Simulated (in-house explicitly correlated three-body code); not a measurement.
Computed with an exponentially correlated three-body code. Model: two electrons around a point charge, non-relativistic, variational in 260 exponentially correlated functions (energies converged to about 1e-7 hartree, or 1e-8 relative for large Z).

For two electrons in a singlet the Kohn-Sham orbital is the square root of half the density, so the exact Kohn-Sham potential and energy parts follow from the density alone, and exchange is minus half the Hartree energy. The Kohn-Sham level equals minus the binding energy of the second electron.

Command:
```bash
python run_hyl.py task.json out
```
Settings (lengths in bohr, energies in hartree):
```
Z                      4.8
interaction_strength   1
functions              260
states_tried           13
```

Run time, properties included: 47 s on 1 thread of Intel(R) Xeon(R) Platinum 8259CL CPU @ 2.50GHz (Skylake/Cascade Lake) (shared host).

**Those bound S and P states to n = 4 that converged, binding against the one-electron ion.**

Given: nuclear charge 4.8.

Computed: one-electron threshold -11.52 hartree.

| term | energy (hartree) | binding (eV) | quantum defect |
| --- | --- | --- | --- |
| 1 1S | -20.1959034 | 236.08 | 0.087756 |
| 2 3S | -13.546538 | 55.145 | 0.11248 |
| 2 1S | -13.3998138 | 51.152 | 0.040203 |
| 2 3P | ? | ? | ? |
| 2 1P | -13.3040271 | 48.546 | -0.011722 |
| 3 3S | -12.3829832 | 23.483 | 0.10754 |
| 3 1S | -12.3441698 | 22.427 | 0.040214 |
| 3 3P | -12.3420774 | 22.37 | 0.03645 |
| 3 1P | ? | ? | ? |
| 4 3S | -11.9961578 | 12.957 | 0.10603 |
| 4 1S | -11.980479 | 12.53 | 0.040287 |
| 4 3P | -11.9795459 | 12.505 | 0.036269 |
| 4 1P | -11.968913 | 12.216 | -0.010398 |

Task: What belongs in the row 2 3P?

Result: energy (hartree): -13.3934629; binding (eV): 50.98; quantum defect: 0.036884.

Task: What belongs in the row 3 1P?

Result: energy (hartree): -12.3164824; binding (eV): 21.673; quantum defect: -0.01079.

**Electric-dipole lines between converged S and P states, rate of the upper state's decay.**

```tsv
s state	p state	p minus s (eV)	oscillator strength from s	rate (1/s)
1 1S	2 1P	187.54	0.59936	3.0489e+11
1 1S	3 1P	214.41	0.13402	8.9116e+10
1 1S	4 1P	223.87	0.051554	3.7371e+10
2 1S	2 1P	2.6065	0.11987	1.1779e+07
2 1S	3 1P	?	?	?
2 1S	4 1P	38.937	0.086267	1.8917e+09
3 1S	2 1P	-26.119	-0.069949	2.0707e+09
3 1S	3 1P	0.75341	0.20748	1.7034e+06
3 1S	4 1P	10.211	0.35148	5.3008e+08
4 1S	2 1P	-36.016	-0.014675	8.2597e+08
4 1S	3 1P	-9.1431	-0.15486	5.6174e+08
4 1S	4 1P	0.31473	0.28834	413110
2 3S	2 3P	4.1654	0.17073	4.2846e+07
2 3S	3 3P	32.775	0.28483	4.4254e+09
2 3S	4 3P	42.64	0.077813	2.0463e+09
3 3S	2 3P	-27.497	-0.077484	2.542e+09
3 3S	3 3P	?	?	?
3 3S	4 3P	10.978	0.30263	5.2754e+08
4 3S	2 3P	-38.023	-0.015555	9.7581e+08
4 3S	3 3P	-9.413	-0.17438	6.7042e+08
4 3S	4 3P	0.45203	0.39235	1.1596e+06
```

Task: What belongs in the row 2 1S 3 1P?

Result: p minus s (eV): 29.479; oscillator strength from s: 0.32914; rate (1/s): 4.1371e+09.

Task: What belongs in the row 3 3S 3 3P?

Result: p minus s (eV): 1.1131; oscillator strength from s: 0.28521; rate (1/s): 5.1112e+06.

**Functionals on the exact density and self-consistent, errors are functional minus exact, hybrids only self-consistent, a dash where a self-consistent run leaves the top level unbound.**

| result | exchange error (millihartree) | correlation error (millihartree) | functional driven error (millihartree) | density driven error (millihartree) | self consistent total error (millihartree) | top level plus exact binding (eV) |
| --- | --- | --- | --- | --- | --- | --- |
| LDA PW92 | 391.33 | -115.87 | 275.46 | -2.3705 | 273.09 | 28.797 |
| revTPSS | -3.3364 | -5.2761 | -8.6125 | -0.21466 | -8.8272 | 24.342 |
| M06-L | -31.246 | -6.6735 | -37.92 | -2.3077 | -40.227 | 23.591 |
| r2SCAN0 | - | - | - | - | -0.92548 | 17.691 |
| SCAN | -4.276 | 2.4354 | -1.8406 | -0.3087 | -2.1493 | 23.885 |
| PBEsol | 169.5 | -14.954 | 154.54 | -1.3092 | 153.23 | 27.907 |
| TPSS | -3.8643 | -2.8752 | -6.7396 | -0.33248 | -7.072 | 24.758 |
| LDA VWN5 | 391.33 | -116.74 | 274.6 | -2.3656 | 272.23 | 28.785 |
| RPBE | 2.6147 | -1.9629 | 0.6518 | -1.3516 | -0.69984 | 26.462 |
| BP86 | 16.362 | -7.5578 | 8.804 | -0.80605 | 7.9979 | 26.456 |
| HSE06 | - | - | - | - | 31.292 | 20.186 |
| OLYP | 11.175 | -4.9665 | 6.2084 | -1.4417 | 4.7667 | 26.315 |
| r2SCAN | ? | ? | ? | ? | ? | ? |
| B3LYP VWN-RPA | - | - | - | - | 8.1388 | 20.697 |
| wB97X | - | - | - | - | -38.855 | 18.301 |
| PBE0 | - | - | - | - | 34.634 | 19.792 |
| BLYP | ? | ? | ? | ? | ? | ? |
| PBE | 49.62 | -1.9629 | 47.657 | -1.2766 | 46.38 | 26.755 |
| AM05 | 302.07 | -95.302 | 206.77 | -1.5904 | 205.18 | 28.548 |
| PW91 | 41.248 | -10.55 | 30.698 | -1.3129 | 29.385 | 26.438 |

Task: What belongs in the row r2SCAN?

Result: exchange error (millihartree): -4.276; correlation error (millihartree): 2.4354; functional driven error (millihartree): -1.8406; density driven error (millihartree): -0.3087; self consistent total error (millihartree): -2.1493; top level plus exact binding (eV): 23.885.

Task: What belongs in the row BLYP?

Result: exchange error (millihartree): 16.362; correlation error (millihartree): -4.9665; functional driven error (millihartree): 11.395; density driven error (millihartree): -1.5009; self consistent total error (millihartree): 9.8943; top level plus exact binding (eV): 26.248.

**Density and exact potentials over r, pair density (one pair, times 4 pi r12^2) and exact minus Kohn-Sham pair density over r12.**

| radius (bohr) | radial density (electrons/bohr) | exchange potential (hartree) | intracule density (1/bohr) | Coulomb hole against Kohn-Sham (1/bohr) | correlation potential (hartree) |
| --- | --- | --- | --- | --- | --- |
| 0.0432 | 0.94931 | -4.3901 | 0.068478 | -0.01354 | -0.038 |
| 0.0501 | 1.1958 | -4.3605 | 0.091836 | -0.01751 | -0.035 |
| 0.0582 | 1.4946 | -4.3222 | 0.12331 | -0.02253 | -0.031 |
| 0.0676 | 1.8449 | -4.2736 | 0.16503 | -0.02868 | -0.026 |
| 0.0785 | 2.2448 | -4.2126 | 0.21986 | -0.03603 | -0.021 |
| 0.0911 | 2.6856 | -4.137 | 0.29095 | -0.0445 | -0.014 |
| 0.106 | 3.1623 | -4.0423 | 0.38404 | -0.05402 | -0.007 |
| 0.123 | 3.6335 | -3.9295 | 0.49951 | -0.06369 | 0 |
| 0.143 | ? | ? | ? | ? | ? |
| 0.166 | 4.4446 | -3.6344 | 0.81391 | -0.07957 | 0.013 |
| 0.192 | ? | ? | ? | ? | ? |
| 0.223 | 4.7611 | -3.2509 | 1.213 | -0.07884 | 0.022 |
| 0.259 | 4.6349 | -3.0244 | 1.4202 | -0.06754 | 0.023 |
| 0.301 | 4.2906 | -2.7804 | 1.5991 | -0.04785 | 0.022 |
| 0.35 | 3.7462 | -2.5247 | 1.7153 | -0.02157 | 0.019 |
| 0.406 | 3.0697 | -2.2696 | 1.7344 | 0.006268 | 0.015 |
| 0.472 | 2.3224 | -2.0148 | 1.6345 | 0.03018 | 0.011 |
| 0.548 | 1.6124 | -1.7733 | 1.4172 | 0.04369 | 0.007 |
| 0.636 | 1.0123 | -1.5491 | 1.1137 | 0.04446 | 0.004 |
| 0.739 | 0.56227 | -1.3439 | 0.77628 | 0.03477 | 0.002 |
| 0.858 | 0.27302 | -1.1622 | 0.47211 | 0.02084 | 0.001 |
| 0.996 | 0.11317 | -1.003 | 0.2444 | 0.00896 | 0.001 |

Task: What belongs in the row 0.143?

Result: radial density (electrons/bohr): 4.0789; exchange potential (hartree): -3.793; intracule density (1/bohr): 0.64364; Coulomb hole against Kohn-Sham (1/bohr): -0.07278; correlation potential (hartree): 0.007.

Task: What belongs in the row 0.192?

Result: radial density (electrons/bohr): 4.6831; exchange potential (hartree): -3.4566; intracule density (1/bohr): 1.0034; Coulomb hole against Kohn-Sham (1/bohr): -0.08224; correlation potential (hartree): 0.018.

The density-driven part is never positive, since each functional's own density lowers its energy. Here it is small beside the functional-driven part (median ratio 0.049), the normal case.
